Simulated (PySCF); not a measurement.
SrCl2, SMILES [Cl][Sr][Cl].

Coordinates come from a B3LYP-D3(BJ)/def2-TZVP optimisation. The isomer is the one that the SMILES or the coordinates give; other isomers of the formula were not compared. The def2 effective core potentials stand for the cores of Sr; spin–orbit coupling is left out.

Two levels are set side by side: TDDFT-PBE/def2-TZVPD (PySCF) and TDDFT-CAM-B3LYP/def2-TZVPD (PySCF). Vertical, same geometry. The lowest singlet is HOMO→LUMO 99 % with PBE and HOMO→LUMO 96 % with the other functional; states are paired by order. Differences are taken from unrounded values.

| quantity | TDDFT-CAM-B3LYP |
|---|---|
| lowest singlet excitation (eV) | 4.86 |
| lowest triplet excitation (TDA) (eV) | 4.77 |

Q: What does TDDFT-PBE give, and how far is it from TDDFT-CAM-B3LYP? (Estimate from the structure and the level; the computed values follow.)

A: 
| quantity | TDDFT-PBE | TDDFT-PBE minus TDDFT-CAM-B3LYP |
|---|---|---|
| lowest singlet excitation (eV) | 3.79 | -1.07 |
| lowest triplet excitation (TDA) (eV) | 3.74 | -1.03 |

Functionals without exact exchange tend to place singlet excitations lower, as here. Differences between two approximate levels are no errors against the true value.

Rough cost on one machine, each run with all the roots and properties that it gave: TDDFT-CAM-B3LYP against TDDFT-PBE about 8 times.
